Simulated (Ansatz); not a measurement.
The cluster Sn₃O₄. The state is a singlet with charge 0. Geometry r2SCAN-D4/def2-SVP, basis def2-TZVP, Ansatz.

```xyz
7

Sn   -1.424    1.615    1.264
Sn   -0.600   -0.080   -1.953
Sn    1.194   -0.245    0.882
O    -0.390    0.224    2.182
O    -0.143    1.146   -0.332
O     1.198   -1.060   -1.509
O     0.164   -1.600   -0.534
```

```json
{"run": "A", "HOMO (eV)": "-5.43", "LUMO (eV)": "-2.98"}
{"run": "B", "HOMO (eV)": "-6.72", "LUMO (eV)": "-2.42"}
{"run": "C", "HOMO (eV)": "-5.89", "LUMO (eV)": "-3.01"}
{"run": "D", "HOMO (eV)": "-6.33", "LUMO (eV)": "-2.78"}
{"run": "E", "HOMO (eV)": "-6.56", "LUMO (eV)": "-2.63"}
{"run": "F", "HOMO (eV)": "-5.56", "LUMO (eV)": "-3.06"}
```

In the def2 sets Sn takes a core potential; there is no spin–orbit coupling. B3LYP takes the VWN-RPA correlation. HSE06 is defined as in plane-wave codes, on full-range PBE exchange. The structure holds one bond between oxygen atoms, so isomers without such links may lie far lower. Another isomer (singlet) lies 0.31 eV lower at PBE0-D4/def2-TZVP; other spin states weren't run for this one.

The runs used B3LYP, BLYP, HSE06, PBE, PBE0, r2SCAN. Estimate which is which.

A BLYP (0 % exact exchange); B PBE0 (25 % exact exchange); C r2SCAN (0 % exact exchange); D HSE06 (range-separated); E B3LYP (20 % exact exchange); F PBE (0 % exact exchange). Exact exchange lowers occupied and raises empty levels; among semilocal functionals meta-GGAs tend to open the gap a little, and such runs are hard to tell apart. The gap grows from 2.46 eV (BLYP) to 4.30 eV (PBE0). The restricted singlet is unstable towards broken spin symmetry in Hartree–Fock (as tested in another run); at BLYP-D4/def2-TZVP, PBE0-D4/def2-TZVP, r2SCAN-D4/def2-TZVP, HSE06-D4/def2-TZVP and others this wasn't settled.
